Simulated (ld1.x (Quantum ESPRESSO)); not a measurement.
## platinum, TM: configuration errors across variants

ld1.x (Quantum ESPRESSO) 7.5 input, shortened:

```
&input
   title='Pt', zed=78., rel=1, dft='PZ', iswitch=3,
   config='[Xe] 4f14 5d9 6s0 6p0'
 /
 &inputp
   pseudotype=2, tm=.true., lloc=3,
   nlcc=.false.
 /
4
6S  1  0   0.00   0.00  1.90  1.90  0.0
6P  2  1   0.00   0.00  2.35  2.35  0.0
5D  3  2   9.00   0.00  1.45  1.45  0.0
4F  4  3  14.00   0.00  0.50  0.50  0.0
 &test
   configts(1)='4f14 5d9 6s0 6p0'
 /
```

All-electron excitation energies from the reference (eV): (1) 4f14 5d9 6s1 6p0 -9.545; (2) 4f14 5d8 6s0 6p0 20.259; (3) 4f14 5d7 6s0 6p0 52.771; (4) 4f14 5d8 6s1 6p1 -2.949; (5) 4f14 5d9.5 6s0.5 6p0 -9.631; (6) 4f14 5d9 6s0 6p0 spin -0.129; (7) 4f14 5d9 6s1 6p0 spin -9.924.

Spin tests fill each open shell by Hund’s rule, majority spin first.

The overlap operator is not positive definite (basis up to 400 Ry) in “type PAW; waves now 6s (bound): rcut 1.65, rcutus 1.90 bohr; 6s channel at -0.1 Ry: rcut 1.65, rcutus 1.90 bohr; 6p (bound): rcut 2.05, rcutus 2.35 bohr; 6p channel at 1.15 Ry: rcut 2.05, rcutus 2.35 bohr; 5d (bound): rcut 1.25, rcutus 1.45 bohr; 5d channel at -0.6 Ry: rcut 1.25, rcutus 1.45 bohr; 4f (bound): rcut 0.45, rcutus 0.50 bohr; 4f channel at -1.15 Ry: rcut 0.45, rcutus 0.50 bohr; local potential all-electron potential smoothed inside 0.85 bohr (lloc = -1); core correction a·sin(br)/r model core, default radius (ld1.x builds one for every PAW set, though the input has nlcc=.false.); augmentation BESSEL, radius 0.50 bohr”. Such files are unfit for use, however small their errors in these radial tests.

Tests that are not counted but printed errors over 1 eV. “base”: 4f13 5d9 6s1 6p0 (solver errors, printed error -6827 eV); 4f13 5d10 6s1 6p0 (solver errors, printed error -7145 eV). “wave 5d (bound): rc 1.45 bohr becomes 5d (bound): rc 1.30 bohr”: 4f13 5d9 6s1 6p0 (solver errors, printed error -6825 eV); 4f13 5d10 6s1 6p0 (solver errors, printed error -7143 eV). “local potential all-electron potential smoothed inside 0.85 bohr (lloc = -1)”: 4f14 5d8 6s1 6p1 (solver errors, printed error -2.6 eV). “all radii scaled by about 1.34 (s 2.54, p 3.14, d 1.94, f 0.66 bohr)”: 4f13 5d9 6s1 6p0 (solver errors, printed error -7221 eV). “wave 6s (bound): rc 1.90 bohr becomes 6s (bound): rc 2.34 bohr”: 4f13 5d9 6s1 6p0 (solver errors, printed error -6822 eV); 4f13 5d10 6s1 6p0 (solver errors, printed error -7143 eV).

3 further variants failed, have other tests or another functional or relativity, and are left out.

A true bound ghost makes a file unfit for plane-wave use even where its test errors are small: the radial tests pick states by their node count and pass the ghost by. Where a test does run into it, the solver fails or the error is huge.

The file “wave 4f (bound): rc 0.50 bohr becomes 4f (bound): rc 0.36 bohr” misses its own reference levels by 0.3 eV.

Errors AE − PS in meV (a dash: test not solved or not reliable):

```tsv
change	(1)	(2)	(3)	(4)	(5)	(6)	(7)	bound ghosts
base	+4.6	-11	-69	-41	+6.7	+50	+75	d
wave 5d (bound): rc 1.45 bohr becomes 5d (bound): rc 1.30 bohr	+4.7	-11	-68	-40	+6.6	+50	+75	d
local potential all-electron potential smoothed inside 0.85 bohr (lloc = -1)	–	-10	-64	–	+6.7	+50	+75	not determined
all radii scaled by about 1.34 (s 2.54, p 3.14, d 1.94, f 0.66 bohr)	+2.0	-12	-72	-57	+5.4	+50	+73	d
type PAW; waves now 6s (bound): rcut 1.65, rcutus 1.90 bohr; 6s channel at -0.1 Ry: rcut 1.65, rcutus 1.90 bohr; 6p (bound): rcut 2.05, rcutus 2.35 bohr; 6p channel at 1.15 Ry: rcut 2.05, rcutus 2.35 bohr; 5d (bound): rcut 1.25, rcutus 1.45 bohr; 5d channel at -0.6 Ry: rcut 1.25, rcutus 1.45 bohr; 4f (bound): rcut 0.45, rcutus 0.50 bohr; 4f channel at -1.15 Ry: rcut 0.45, rcutus 0.50 bohr; local potential all-electron potential smoothed inside 0.85 bohr (lloc = -1); core correction a·sin(br)/r model core, default radius (ld1.x builds one for every PAW set, though the input has nlcc=.false.); augmentation BESSEL, radius 0.50 bohr	–	–	–	–	–	–	–	not determined (overlap not positive)
wave 6s (bound): rc 1.90 bohr becomes 6s (bound): rc 2.34 bohr	+1.3	-11	-69	-52	+6.8	+50	+74	d
wave 6p (bound): rc 2.35 bohr becomes 6p (bound): rc 2.62 bohr	+4.6	-11	-69	-48	+6.7	+50	+75	d
wave 4f (bound): rc 0.50 bohr becomes 4f (bound): rc 0.36 bohr	+4.9	-10	-64	–	+7.2	+50	+75	d
core correction a·sin(br)/r model core inside 0.58 bohr	-4.2	-33	-185	-60	-0.9	+1.4	+2.5	d
```

Q: Give the same row for: wave 6p (bound): rc 2.35 bohr becomes 6p (bound): rc 2.72 bohr.

A: +4.7, -11, -69, -49, +6.7, +50, +75; bound ghosts: d. Not counted: 4f13 5d9 6s1 6p0 (solver errors, printed error -6827 eV); 4f13 5d10 6s1 6p0 (solver errors, printed error -7145 eV).
